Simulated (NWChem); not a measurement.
System meant: BeSiH3OF; SMILES [SiH3][O][Be][F]

The following NWChem deck was run.

```
start job
memory heap 200 mb stack 900 mb global 1100 mb
geometry units angstroms noautoz
  Be    -0.027572     1.430598     0.001524
  F     -0.055701     2.825308     0.004602
  O      0.001022     0.015560    -0.002566
  Si     0.033208    -1.647050    -0.005308
  H     -0.539960    -2.169002    -1.294652
  H     -0.781014    -2.177363     1.143290
  H      1.450266    -2.132862     0.133108
end
basis spherical
  * library def2-svp
end
dft
  xc pbe0
  iterations 4
  mulliken
end
task dft energy
```

End of the output:

```
    Atom       Charge   Shell Charges
 -----------   ------   -------------------------------------------------------
    1 Be   4     3.47   1.95  0.27  0.08  0.88  0.29
    2 F    9     9.31   1.98  1.01  0.77  3.23  2.31  0.00
    3 O    8     8.44   1.97  0.89  0.60  2.78  2.19  0.00
    4 Si  14    13.48   2.00  1.93  0.64  0.33  5.82  1.25  1.09  0.43
    5 H    1     1.10   0.65  0.43  0.02
    6 H    1     1.10   0.65  0.43  0.02
    7 H    1     1.10   0.65  0.43  0.02

 center of mass
 --------------
 x =  -0.00000000 y =  -0.00000000 z =  -0.27166614

 moments of inertia (a.u.)
 ------------------
         930.382931519771          -0.000000000000           0.000000000000
          -0.000000000000         930.382931519771           0.000000000000
           0.000000000000           0.000000000000          21.598357717845

     Multipole analysis of the density
     ---------------------------------

     L   x y z        total         alpha         beta         nuclear
     -   - - -        -----         -----         ----         -------
     0   0 0 0     -0.000000    -19.000000    -19.000000     38.000000

     1   1 0 0      0.000000      0.000000      0.000000      0.000000
     1   0 1 0     -0.000000     -0.000000     -0.000000     -0.000000
     1   0 0 1      0.528000      0.264000      0.264000     -0.000000

     2   2 0 0    -21.662492    -16.188912    -16.188912     10.715331
     2   1 1 0      0.000000      0.000000      0.000000      0.000000
     2   1 0 1      0.000000      0.000000      0.000000     -0.000000
     2   0 2 0    -21.662492    -16.188912    -16.188912     10.715331
     2   0 1 1     -0.000000     -0.000000     -0.000000     -0.000000
     2   0 0 2    -27.725330   -249.508630   -249.508630    471.291930

 ------------------------------------------------------------------------
 dft energy failed                                                                                  0
 ------------------------------------------------------------------------
 ------------------------------------------------------------------------
  current input line :
    20: task dft energy
 ------------------------------------------------------------------------
 ------------------------------------------------------------------------
 This type of error is most commonly associated with calculations not reaching convergence criteria
 ------------------------------------------------------------------------
 For more information see the NWChem manual at https://nwchemgit.github.io

0:dft energy failed:Received an Error in Communication
```

Question: Find the fault in this run and fix the input.

Answer: Convergence was not reached. Cause: the SCF was allowed too few iterations. This input runs:
```
start job
memory heap 200 mb stack 900 mb global 1100 mb
geometry units angstroms noautoz
  Be    -0.027572     1.430598     0.001524
  F     -0.055701     2.825308     0.004602
  O      0.001022     0.015560    -0.002566
  Si     0.033208    -1.647050    -0.005308
  H     -0.539960    -2.169002    -1.294652
  H     -0.781014    -2.177363     1.143290
  H      1.450266    -2.132862     0.133108
end
basis spherical
  Be library def2-svp
  F library def2-svp
  O library def2-svp
  Si library def2-svp
  H library def2-svp
end
dft
  xc pbe0
  iterations 150
  mulliken
end
task dft energy
```
It converges to -480.70650 Ha (PBE0/def2-SVP).
